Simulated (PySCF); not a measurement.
Induced dipoles and field energies

Compound: H₁₂OSi₆.
Atom-mapped SMILES: `[SiH3:1][O:2][SiH:3]1[SiH2:4][SiH2:5][SiH2:6][SiH2:7]1` (hydrogens: H8, H9, H10 on Si1; H11 on Si3; H12, H13 on Si4; H14, H15 on Si5; H16, H17 on Si6; H18, H19 on Si7)

Cartesian coordinates in Å at the PBE0-D3(BJ)/def2-SVP level; atoms count from 1:
```xyz
19
H12OSi6 angstrom
Si    -2.330    0.383    1.326
O     -2.218    0.096   -0.305
Si    -1.066   -0.139   -1.492
Si     0.286   -1.994   -0.953
Si     1.702   -1.200    0.762
Si     1.670    1.159    0.566
Si     0.525    1.598   -1.444
H     -1.991    1.806    1.625
H     -3.723    0.093    1.763
H     -1.375   -0.503    2.064
H     -1.783   -0.279   -2.794
H      1.133   -2.312   -2.149
H     -0.483   -3.214   -0.555
H      3.092   -1.732    0.606
H      1.184   -1.605    2.106
H      3.045    1.749    0.595
H      0.882    1.730    1.706
H     -0.046    2.979   -1.508
H      1.467    1.393   -2.592
```

Level: CAM-B3LYP/def2-SVPD (PySCF); nuclei fixed, core orbitals frozen in the response. Permanent dipole (0.206, 0.069, 0.144) D (1 au = 2.5417 D). Static polarisability (au):

```
x   172.72   1.12  10.26
y     1.12 179.97  -1.69
z    10.26  -1.69 165.16
```

Only the terms in μ and α are kept: μ(F) = μ + αF and ΔE = −μ·F − ½ F·αF.

A field of 0.01 au (0.514 V/Å) is applied along each axis in both senses. Find the induced dipole, the size of the total dipole and the two energy terms.

| field along | induced x (D) | induced y (D) | induced z (D) | total size (D) | −μ·F (kJ/mol) | −½F·αF (kJ/mol) |
| --- | --- | --- | --- | --- | --- | --- |
| +x | 4.390 | 0.028 | 0.261 | 4.615 | -2.128 | -22.674 |
| −x | -4.390 | -0.028 | -0.261 | 4.186 | +2.128 | -22.674 |
| +y | 0.028 | 4.574 | -0.043 | 4.650 | -0.713 | -23.626 |
| −y | -0.028 | -4.574 | 0.043 | 4.513 | +0.713 | -23.626 |
| +z | 0.261 | -0.043 | 4.198 | 4.367 | -1.487 | -21.681 |
| −z | -0.261 | 0.043 | -4.198 | 4.056 | +1.487 | -21.681 |

For the field (0.0030, 0.0090, -0.0010) au, what is the induced dipole, and what angle does it make with the field?

αF = (1.317, 4.130, -0.380) D, at 1.3° to the field. The polarisability along this direction, F·αF/F², is 179.41 au, against a mean of 172.62 au.

At what field along the permanent dipole would the induced dipole along it equal the permanent one, in this linear picture?

The polarisability along the dipole is 179.86 au, so F = 0.1025 au / 179.86 au = 0.0006 au = 0.03 V/Å; higher-order terms are ignored.

What field makes μF equal to kT at 298 K?

kT = 0.9437 × 10⁻³ Eh, so F = 0.0092 au = 47.3 MV/cm.

A unit point charge sits 9 Å away. Estimate the induction energy −αe²/2R⁴ with the mean polarisability, treating the molecule as a point.

R = 17.01 bohr, so the energy is −172.6/(2 × 17.01⁴) Eh = -2.71 kJ/mol. The charge–dipole term at its most favourable orientation, −μe/R², is -0.931 kJ/mol.

The structure is a single PBE0-D3(BJ)/def2-SVP conformer in the gas phase; no vibrational or solvent corrections.
